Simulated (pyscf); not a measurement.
•H₂Si–SiH₃ (SMILES [SiH2][SiH3]) → •H₂Si–SiH₃ (SMILES [SiH2][SiH3]) (hydrogen shift; doublet surface; H–Si broken, H–Si formed). Single points on ωB97X-D3(BJ)/def2-SVP structures (PySCF, gas phase). MP2 and CC: frozen core, UHF for open shells. ΔMP2 is the change of the MP2 total energy from the triple- to the quadruple-zeta basis. Energies in eV from the reactant's lowest minimum found.

```csv
level,barrier,reaction energy
ωB97X-D3(BJ)/def2-TZVP,1.40,0.00
B3LYP-D3(BJ)/def2-TZVP,1.25,0.00
PBE0-D3(BJ)/def2-TZVP,1.20,0.00
M06-2X/def2-TZVP,1.29,0.00
HF/def2-TZVP,(withheld),0.00
CCSD/def2-TZVPP,1.41,0.00
CCSD(T)/def2-TZVPP + ΔMP2(QZVPP),(withheld),0.00
```

Q: Some entries are withheld; supply them.

A: 
- HF/def2-TZVP, barrier: 1.76
- CCSD(T)/def2-TZVPP + ΔMP2(QZVPP), barrier: 1.34

This is the saddle that the search found; another between the same sides may lie lower. The CCSD(T) − MP2 part came from Ansatz, without density fitting, on the same reference. A UHF reference is spin-contaminated (<S²> up to 0.87), which harms MP2 most.
